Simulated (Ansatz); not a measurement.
`CS(=O)(=O)Cc1ccccc1`, relaxed with RKS PBE0-D4/def2-TZVP in the Gaussian-basis code of Ansatz from a PBE-D4/def2-SVP geometry. The force threshold is 0.005 eV/Å; the program also tests the step.

Charge 0, multiplicity 1.

Start:

```xyz
21

C     1.751    1.814    0.492
S     1.039    0.996    1.944
O     1.786   -0.269    2.152
O     0.915    1.998    3.027
C    -0.678    0.562    1.419
C    -0.735   -0.261    0.168
C    -1.251    0.287   -1.025
C    -1.273   -0.468   -2.207
C    -0.770   -1.778   -2.212
C    -0.247   -2.328   -1.030
C    -0.227   -1.577    0.152
H     1.742    1.115   -0.363
H     2.788    2.058    0.791
H     1.182    2.738    0.278
H    -1.216    1.526    1.340
H    -1.040    0.026    2.320
H    -1.649    1.315   -1.022
H    -1.688   -0.030   -3.128
H    -0.786   -2.372   -3.139
H     0.151   -3.354   -1.030
H     0.203   -1.998    1.073
```

(1) By how much does the energy fall, and how many steps does the optimiser take? (Estimate.)

(2) Which bonds change most? (Estimate.)

(3) Give the relaxed structure. (Best estimate.)

Answers

(1) Computed: 0.26 eV, in 10 steps.

(2) Computed: S2–C5 from 1.847 to 1.795 Å; S2–O3 from 1.483 to 1.438 Å; S2–O4 from 1.481 to 1.438 Å; C1–S2 from 1.812 to 1.769 Å.

(3) Ansatz gave: 
```xyz
21

C     1.696    1.817    0.488
S     1.031    1.004    1.911
O     1.788   -0.200    2.127
O     0.904    1.970    2.968
C    -0.632    0.541    1.418
C    -0.694   -0.274    0.168
C    -1.179    0.289   -1.007
C    -1.220   -0.449   -2.180
C    -0.771   -1.761   -2.188
C    -0.286   -2.330   -1.019
C    -0.247   -1.593    0.153
H     1.715    1.122   -0.350
H     2.709    2.106    0.767
H     1.101    2.701    0.262
H    -1.196    1.471    1.337
H    -0.991   -0.003    2.297
H    -1.535    1.315   -1.003
H    -1.605    0.001   -3.088
H    -0.802   -2.340   -3.104
H     0.065   -3.355   -1.020
H     0.149   -2.032    1.061
```
